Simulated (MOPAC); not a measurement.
Input file for MOPAC: PM6 on CH5GeNO (SMILES C[O][Ge][NH2]), a point of a torsion scan.

```
PM6 1SCF PRECISE CHARGE=0 THREADS=1
CH5GeNO

C     -2.00921897 1    -0.01745359 1     0.18233695 1
O     -0.61805860 1     0.10578728 1     0.10070329 1
Ge     1.02199561 1     0.13562300 1     0.73296161 1
N      1.16171164 1    -1.54874058 1     1.45377056 1
H     -2.46546152 1     0.96840819 1     0.30906582 1
H     -2.30638016 1    -0.65481408 1     1.02028646 1
H     -2.38521667 1    -0.46258779 1    -0.74341535 1
H      1.98976468 1    -1.92260415 1     1.89070423 1
H      0.41904429 1    -2.23087771 1     1.50720135 1
```

Output:

```
*******************************************************************************
 **                                                                           **
 **                              MOPAC v23.2.5                                **
 **                                                                           **
 *******************************************************************************
 ** MOPAC's Digital Object Identifier: https://doi.org/10.5281/zenodo.6511958 **
 **                                                                           **
 ** Please cite the open-source release paper for use of this MOPAC version:  **
 ** J. E. Moussa and J. J. P. Stewart (2026)                                  **
 ** MOPAC: An open-source semiempirical molecular orbital program             **
 ** J. Open Source Softw., 11(119), 8025, https://doi.org/10.21105/joss.08025 **
 *******************************************************************************

                              PM6 CALCULATION RESULTS

 *******************************************************************************
 *  PM6        - The PM6 Hamiltonian to be used
 *
 *
 *
 *                 CHARGE ON SYSTEM = 0
 *
 *
 *
 *  PRECISE    - TIGHTER CRITERIA TO BE USED
 *  1SCF       - DO 1 SCF AND THEN STOP
 *  THREADS=1  - MULTI-THREADING NOT USED
 *  T=         - A TIME OF 172800.0 SECONDS REQUESTED
 *  DUMP=N     - RESTART FILE WRITTEN EVERY 7200.0 SECONDS REQUESTED
 *******************************************************************************
PM6 1SCF PRECISE CHARGE=0 THREADS=1
 CH5GeNO

   ATOM   CHEMICAL          X               Y               Z
  NUMBER   SYMBOL      (ANGSTROMS)     (ANGSTROMS)     (ANGSTROMS)

     1       C         -2.00921897  *  -0.01745359  *   0.18233695  *
     2       O         -0.61805860  *   0.10578728  *   0.10070329  *
     3      Ge          1.02199561  *   0.13562300  *   0.73296161  *
     4       N          1.16171164  *  -1.54874058  *   1.45377056  *
     5       H         -2.46546152  *   0.96840819  *   0.30906582  *
     6       H         -2.30638016  *  -0.65481408  *   1.02028646  *
     7       H         -2.38521667  *  -0.46258779  *  -0.74341535  *
     8       H          1.98976468  *  -1.92260415  *   1.89070423  *
     9       H          0.41904429  *  -2.23087771  *   1.50720135  *



          CARTESIAN COORDINATES

    NO.       ATOM           X           Y           Z

     1         C         -2.0092     -0.0175      0.1823
     2         O         -0.6181      0.1058      0.1007
     3        Ge          1.0220      0.1356      0.7330
     4         N          1.1617     -1.5487      1.4538
     5         H         -2.4655      0.9684      0.3091
     6         H         -2.3064     -0.6548      1.0203
     7         H         -2.3852     -0.4626     -0.7434
     8         H          1.9898     -1.9226      1.8907
     9         H          0.4190     -2.2309      1.5072

 General Reference for PM6:
 "Optimization of Parameters for Semiempirical Methods V: Modification of NDDO Approximations
 and Application to 70 Elements", J. J. P. Stewart, J. Mol. Mod., 13, 1173-1213 (2007)
 URL: https://link.springer.com/article/10.1007/s00894-007-0233-4

           Empirical Formula: C H5 N O Ge  =     9 atoms



      MOLECULAR POINT GROUP   :   C1


      RHF CALCULATION, NO. OF DOUBLY OCCUPIED LEVELS = 12


 -------------------------------------------------------------------------------
 PM6 1SCF PRECISE CHARGE=0 THREADS=1
 CH5GeNO



     1SCF WAS SPECIFIED, SO BFGS WAS NOT USED
     SCF FIELD WAS ACHIEVED


                              PM6 CALCULATION
                                                       MOPAC v23.2.5 Linux




          FINAL HEAT OF FORMATION =        -45.13793 KCAL/MOL =    -188.85709 KJ/MOL


          COSMO AREA              =        121.38 SQUARE ANGSTROMS
          COSMO VOLUME            =        108.66 CUBIC ANGSTROMS

          IONIZATION POTENTIAL    =          8.896010 EV
          HOMO LUMO ENERGIES (EV) =         -8.896  0.282
          NO. OF FILLED LEVELS    =         12
          MOLECULAR WEIGHT        =        119.6466         POINT GROUP:  C1

          MOLECULAR DIMENSIONS (Angstroms)

            Atom       Atom       Distance
            H     8    H     5     5.54153
           Ge     3    H     6     2.65072
            H     7    H     5     1.58161


          SCF CALCULATIONS        =          1





   ATOM   CHEMICAL          X               Y               Z
  NUMBER   SYMBOL      (ANGSTROMS)     (ANGSTROMS)     (ANGSTROMS)

     1       C         -2.00921897  *  -0.01745359  *   0.18233695  *
     2       O         -0.61805860  *   0.10578728  *   0.10070329  *
     3      Ge          1.02199561  *   0.13562300  *   0.73296161  *
     4       N          1.16171164  *  -1.54874058  *   1.45377056  *
     5       H         -2.46546152  *   0.96840819  *   0.30906582  *
     6       H         -2.30638016  *  -0.65481408  *   1.02028646  *
     7       H         -2.38521667  *  -0.46258779  *  -0.74341535  *
     8       H          1.98976468  *  -1.92260415  *   1.89070423  *
     9       H          0.41904429  *  -2.23087771  *   1.50720135  *

                             CARTESIAN COORDINATES

   1    C       -2.009218970    -0.017453590     0.182336950
   2    O       -0.618058600     0.105787280     0.100703290
   3   Ge        1.021995610     0.135623000     0.732961610
   4    N        1.161711640    -1.548740580     1.453770560
   5    H       -2.465461520     0.968408190     0.309065820
   6    H       -2.306380160    -0.654814080     1.020286460
   7    H       -2.385216670    -0.462587790    -0.743415350
   8    H        1.989764680    -1.922604150     1.890704230
   9    H        0.419044290    -2.230877710     1.507201350


           Empirical Formula: C H5 N O Ge  =     9 atoms



      MOLECULAR POINT GROUP   :   C1


                  EIGENVALUES
 -29.27526 -27.59017 -23.75002 -17.82675 -15.97136 -15.15520 -14.99742 -14.43183
 -10.81734 -10.29851  -9.35007  -8.89601   0.28234   1.51475   2.00500   4.76542
   5.88639   5.93546   6.27853   6.42271   7.40651


              NET ATOMIC CHARGES AND DIPOLE CONTRIBUTIONS

  ATOM NO.   TYPE          CHARGE      No. of ELECS.   s-Pop       p-Pop
    1          C          -0.075847        4.0758     1.07542     3.00043
    2          O          -0.719060        6.7191     1.69288     5.02618
    3         Ge           0.788304        3.2117     1.77406     1.43764
    4          N          -0.773017        5.7730     1.55197     4.22105
    5          H           0.110439        0.8896     0.88956
    6          H           0.099340        0.9007     0.90066
    7          H           0.117434        0.8826     0.88257
    8          H           0.226270        0.7737     0.77373
    9          H           0.226138        0.7739     0.77386
 DIPOLE           X         Y         Z       TOTAL
 POINT-CHG.     1.287     1.333     0.887     2.054
 HYBRID        -1.244    -2.284     0.645     2.680
 SUM            0.043    -0.952     1.532     1.804


          ATOMIC ORBITAL ELECTRON POPULATIONS

     Atom    s        px        py        pz
    1  C   1.07542   0.77478   1.11095   1.11470
    2  O   1.69288   1.28538   1.90933   1.83148
    3 Ge   1.77406   0.48688   0.59481   0.35595
    4  N   1.55197   1.23254   1.32912   1.65939
    5  H   0.88956
    6  H   0.90066
    7  H   0.88257
    8  H   0.77373
    9  H   0.77386

 **********************
 *                    *
 * JOB ENDED NORMALLY *
 *                    *
 **********************




 == MOPAC DONE ==
```

The run finished.

Cost: around 0.020 core-seconds (rough).
